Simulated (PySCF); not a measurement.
An unknown is described by computed data only.

Elements present: C, H and Si. Monoisotopic mass: 133.9860 u.

* 1H NMR: chemical shifts (computed TMS as zero) by class: 4.49 (1 H), 3.91 (1 H), 3.80 (2 H), 3.78 (1 H), 3.74 (2 H), 0.43 (3 H) ppm [GIAO CAM-B3LYP/pcSseg-2]
* UV, strongest line: among the 10 lowest singlet transitions: S6 at 6.40 eV (194 nm, f = 0.216) [TDDFT wB97X-D/def2-SVPD]
* UV, first state: lowest singlet excitation: 5.12 eV (242 nm, f = 0.001) [TDDFT wB97X-D/def2-SVPD]
* Triplet: lowest triplet excitation (Tamm–Dancoff): 4.85 eV [TDA wB97X-D/def2-SVPD]
* XPS: Si2p3/2 105.9, Si2p3/2 105.9 (×2), Si2p3/2 106.0, C1s 290.2, Si1s 1845.6 (×2), Si1s 1845.6, Si1s 1845.6 eV [ΔSCF SCAN, pcX-2 on the ionised atom, pcseg-1 elsewhere, spin-free X2C, 2p3/2 from a spin–orbit splitting computed afterwards within the 2p shell]
* 13C NMR: chemical shifts (computed TMS as zero) by class: -8.6 (1 C) ppm [GIAO CAM-B3LYP/pcSseg-2]
* Rotational structure: rotational constants A, B, C: 2.099, 1.653, 1.230 GHz [PBE0-D3(BJ)/def2-SVP]
* Polarisability: 131.4 au [wB97X-D/def2-SVPD]
* Valence photoelectron: vertical ionisation energy: 8.95 eV [ΔSCF wB97X-D/def2-SVPD]
* NMR, other nuclei: isotropic shieldings of nuclei other than C and H, by class: 383 (1 Si), 427 (2 Si), 428 (1 Si) ppm [GIAO CAM-B3LYP/pcSseg-2]

Electronic properties: PySCF, gas phase, density fitting. Levels stand in brackets. The structure is a single PBE0-D3(BJ)/def2-SVP conformer in the gas phase; no vibrational or solvent corrections. NMR values are class means; diastereotopic atoms form classes of their own.

Question: Which formula fits the mass and the elements?

Answer: CH10Si4 (calculated 133.9860). No other formula that holds each of these elements comes within 0.0003 u with a fitting electron parity and a possible valence count.

Question: Propose a structure and show how it fits.

Answer: Numbering: `[CH3:1][SiH:2]1[SiH2:3][SiH2:4][SiH2:5]1`. Its formula, CH10Si4, gives 1 degree of unsaturation: 1 ring and 0 π bonds in the structure found. The one carbon: Si-methyl carbon [C1] (-8.6 ppm). Hydrogen classes from least to most shielded: 1 H on an SiH silicon, Si2 (4.49 ppm), 1 H on an SiH2 silicon, Si4 (3.91 ppm), 2 H on 2 SiH2 silicons, Si3/Si5 (3.80 ppm), 1 H on an SiH2 silicon, Si4 (3.78 ppm), 2 H on 2 SiH2 silicons, Si3/Si5 (3.74 ppm), 3 H on an Si-methyl carbon, C1 (0.43 ppm). The other shieldings belong to: 383 ppm, SiH silicon [Si2]; 427 ppm, SiH2 silicon [Si3/Si5]; 428 ppm, SiH2 silicon [Si4]. The core levels belong to: Si2p3/2 105.9 eV, SiH silicon [Si2]; Si2p3/2 105.9 eV, SiH2 silicon [Si3/Si5]; Si2p3/2 106.0 eV, SiH2 silicon [Si4]; C1s 290.2 eV, Si-methyl carbon [C1]; Si1s 1845.6 eV, SiH2 silicon [Si3/Si5]; Si1s 1845.6 eV, SiH silicon [Si2]; Si1s 1845.6 eV, SiH2 silicon [Si4]. The first electron is taken from the HOMO, whose largest Löwdin shares are 0.23 on the SiH silicon, 0.22 on an SiH2 silicon, 0.21 on an SiH2 silicon and 0.17 on an SiH2 silicon. The optimised geometry has point group Cs and is an asymmetric top. Structure: `C[SiH]1[SiH2][SiH2][SiH2]1`. The assignments are read from this structure; whether some other isomer fits the data as well wasn't checked.
